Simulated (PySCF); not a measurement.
Job file and geometry (Å, from PBE0-D3(BJ)/def2-SVP) of an NMR shielding run on `C=P1(CC)CCCC1`, C₇H₁₅P, GIAO KT2/pcSseg-1 NMR shielding, non-relativistic, gas phase (PySCF 2.14.0, density-fitted response routines); density fitting, a coarse starting grid and PySCF grid level 2 are the driver's defaults:

```
$ OMP_NUM_THREADS=1 python probes_run.py task.json out

{"job": {"kind": "nmr", "xc": "KT2", "basis": "pcSseg-1", "pop": false}, "charge": 0, "multiplicity": 1}
C      0.806133    -2.128693     0.670855
P      0.172138    -0.711426     0.048790
C      1.418324     0.168913    -0.969850
C      2.684766     0.529261    -0.211760
C     -1.370542    -0.534438    -1.006652
C     -2.019403     0.770210    -0.560563
C     -1.902999     0.815658     0.966719
C     -0.468639     0.441415     1.345879
H      1.392525    -2.764515     0.002902
H      0.263701    -2.619319     1.483040
H      1.643142    -0.510669    -1.809646
H      0.931650     1.055973    -1.407993
H      3.117941    -0.364901     0.257424
H      3.432962     0.977542    -0.882804
H      2.481860     1.254965     0.591610
H     -1.140037    -0.586636    -2.081460
H     -2.007269    -1.399724    -0.759185
H     -1.482714     1.630250    -0.999370
H     -3.067326     0.856306    -0.890033
H     -2.191796     1.797815     1.371822
H     -2.599492     0.077744     1.399014
H     -0.374367    -0.047953     2.324880
H      0.191556     1.323240     1.363552
```

**Question.** Write the output of this run.

**Answer.** 
```
coarse grid: 18528 points
cycle   1  E = -624.5469480293  dE =  6.593e-01  |g| = 7.275e-01  |ddm| = 4.287e+00
cycle   2  E = -624.3087611341  dE =  2.382e-01  |g| = 1.128e+00  |ddm| = 2.879e+00
cycle   3  E = -624.6917646057  dE = -3.830e-01  |g| = 1.811e-01  |ddm| = 2.348e+00
cycle   4  E = -624.7007688085  dE = -9.004e-03  |g| = 6.754e-02  |ddm| = 3.869e-01
cycle   5  E = -624.7019275603  dE = -1.159e-03  |g| = 1.412e-02  |ddm| = 9.592e-02
cycle   6  E = -624.7019686436  dE = -4.108e-05  |g| = 5.857e-03  |ddm| = 2.156e-02
cycle   7  E = -624.7019771462  dE = -8.503e-06  |g| = 9.978e-04  |ddm| = 7.195e-03
final grid: 170968 points
cycle   8  E = -624.7296761948  dE = -2.400e-04  |g| = 2.237e-02  |ddm| = 6.764e-02
cycle   9  E = -624.7295346127  dE =  1.416e-04  |g| = 3.129e-02  |ddm| = 4.919e-02
cycle  10  E = -624.7297826121  dE = -2.480e-04  |g| = 2.769e-03  |ddm| = 3.419e-02
cycle  11  E = -624.7297840607  dE = -1.449e-06  |g| = 1.473e-03  |ddm| = 6.129e-03
cycle  12  E = -624.7297846661  dE = -6.054e-07  |g| = 2.492e-04  |ddm| = 2.340e-03
cycle  13  E = -624.7297846797  dE = -1.363e-08  |g| = 9.926e-05  |ddm| = 4.439e-04
cycle  14  E = -624.7297846824  dE = -2.660e-09  |g| = 1.868e-05  |ddm| = 1.603e-04
cycle  15  E = -624.7297846824  dE = -8.890e-11  |g| = 6.111e-06  |ddm| = 3.132e-05
converged SCF energy = -624.7297846824

GIAO shielding tensors (ppm)
atom      isotropic    diamagn.    paramagn.     s11        s22        s33       span
  0 C      192.352     255.890     -63.538    165.895    194.845    216.316     50.421
  1 P      320.248     968.577    -648.329    236.964    325.913    397.867    160.904
  2 C      159.244     256.966     -97.722    141.235    164.207    172.290     31.055
  3 C      173.285     246.284     -73.000    165.688    169.483    184.683     18.995
  4 C      141.454     259.024    -117.570    116.690    143.824    163.848     47.158
  5 C      151.987     250.682     -98.695    129.388    160.164    166.409     37.021
  6 C      153.939     249.324     -95.384    139.412    158.734    163.672     24.260
  7 C      156.262     256.507    -100.246    132.326    158.145    178.314     45.987
  8 H       31.657      31.529       0.128     26.000     29.563     39.408     13.408
  9 H       31.351      31.754      -0.402     25.367     29.896     38.791     13.424
 10 H       29.417      32.460      -3.043     24.838     28.789     34.624      9.785
 11 H       29.971      34.333      -4.362     25.099     30.615     34.198      9.098
 12 H       29.459      29.294       0.165     23.933     29.401     35.044     11.112
 13 H       30.127      26.950       3.177     25.460     27.229     37.692     12.232
 14 H       30.388      30.296       0.092     25.223     29.977     35.962     10.739
 15 H       29.836      33.297      -3.462     27.155     29.048     33.303      6.148
 16 H       30.489      33.280      -2.791     27.147     29.038     35.283      8.137
 17 H       29.799      32.213      -2.415     26.282     28.005     35.110      8.828
 18 H       29.016      28.850       0.165     23.768     26.482     36.797     13.029
 19 H       29.350      29.050       0.300     24.699     26.835     36.516     11.817
 20 H       29.620      30.584      -0.964     25.236     27.575     36.050     10.814
 21 H       29.902      32.529      -2.627     26.051     28.360     35.296      9.245
 22 H       29.526      33.435      -3.909     24.536     29.785     34.258      9.722
```

**Question.** Turn these shieldings into chemical shifts. Scale: TMS for 13C (σ = 183.22 ppm) and 1H (σ = 31.18 ppm); H3PO4 for 31P (σ = 325.43 ppm) (reference shieldings calculated alike).

**Answer.** Averaging equivalent atoms: C 4/7: 34.4; C 5/6: 30.3; C 2: 24.0; C 3: 9.9; C 0: -9.1; P 1: 5.2; H 18/20: 1.86; H 17/19: 1.60; H 15/22: 1.50; H 10/11: 1.49; H 12/13/14: 1.19; H 16/21: 0.98; H 8/9: -0.33 ppm. Experimental scales use liquid or dissolved standards, which lie at an offset from isolated H3PO4.

Size and cost of the density-fitted run: 218 basis functions, 63 s wall time on 1 thread of an Arm Neoverse V1, shared host; peak memory 0.92 GiB.
